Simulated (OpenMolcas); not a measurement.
Sb: effect of the active space

* Program: OpenMolcas
* Method: SS-CASPT2 or its RAS form, IPEA 0.25 Eh, imaginary shift 0.1 Eh
* Basis: ANO-R2
* Scalar Hamiltonian: X2C, finite nucleus
* Spin-orbit coupling: RASSI with atomic mean-field integrals over the reference wave functions, term energies averaged over their components

A. 3 electrons in 3 orbitals (5p); 2S+1 = 4 odd, 1 root; 2S+1 = 2 odd, 8 roots; closed shells correlated: 4d 5s; CASPT2 step roughly 1.4 core-seconds
B. 5 electrons in 8 orbitals (5s 5p 6s 6p); 2S+1 = 4 odd, 1 root; 2S+1 = 2 odd, 8 roots; 2S+1 = 4 even, 3 roots; 2S+1 = 2 even, 9 roots; closed shells correlated: 4d; CASPT2 step of the order of 11 core-seconds
C. 5 electrons in 9 orbitals (RAS2 5s 5p; RAS3 5d, at most 2 electrons); 2S+1 = 4 odd, 1 root; 2S+1 = 2 odd, 8 roots; 2S+1 = 4 even, 3 roots; 2S+1 = 2 even, 5 roots (0 in the spin-orbit step); closed shells correlated: 4d; CASPT2 step roughly 10 core-seconds

Energies in cm-1 above 5s2 5p3 4S* 3/2, the measured ground level; measured values from NIST Handbook of Basic Atomic Spectroscopic Data.

```
          Level      A      B      C  Measured
5s2 5p3 4S* 3/2    0.0    0.0    0.0       0.0
5s2 5p3 2D* 3/2  10170  10580  10150      8512
5s2 5p3 2D* 5/2  11230  11680  11220      9854
5s2 5p3 2P* 1/2  18540  19050  18230     16395
5s2 5p3 2P* 3/2  20040  20440  19670     18464
```

Deviations, from unrounded energies. A percentage is the sum of absolute deviations over the sum of measured energies, with the sign that they share, or ± where signs differ.

| Against measurement | Levels | A | B | C |
| --- | --- | --- | --- | --- |
| mean absolute deviation (cm-1) | 4 | 1700 | 2100 | 1500 |
| other terms of the ground configuration (%) | 4 | +12.7 | +16.0 | +11.4 |

C lies closest to measurement on these levels and B furthest from it. The largest miss of C in the table is 5s2 5p3 2P* 1/2, by +1800 cm-1. The ranking rests on the paired levels alone, and a cruder setting can come out closer through cancelling errors.

Among A to C the level of the table that moves most is 5s2 5p3 2P* 1/2, by 820 cm-1 (lowest in C, highest in B). Moves below CASPT2's spread within the term are not significant.

Term energies are means over components that CASPT2 splits; among the terms shown or strongly mixed into the levels shown the widest spread is 150 cm-1 (5s2 5p3 2D*, A). Some terms miss by over 15 % even with CASPT2, which points to a basis or an active space too small for the shells correlated. With the s shell closed, the reference lacks s² → p² mixing (holds for A). The run also gave levels led by 5s2 5p2 6s, which use shells meant for correlation; these and all levels above them are left out (holds for B). Some high roots are left out of the spin-orbit mixing, which shifts the levels that they would mix with (holds for C). Active for correlation alone: 5d; no level in the range computed is led by a configuration that fills it, so any true level of that kind is missing (holds for C). Computed and measured levels are paired by configuration, term and J; levels that our copy of the source lacks, or whose pairing is in doubt (as where it misses far off the trend of its configuration), stay unpaired and out of the deviations. Only configurations of the active space appear. The table leaves out levels that lie high or whose names do not pair safely across all columns.

* marks odd parity.
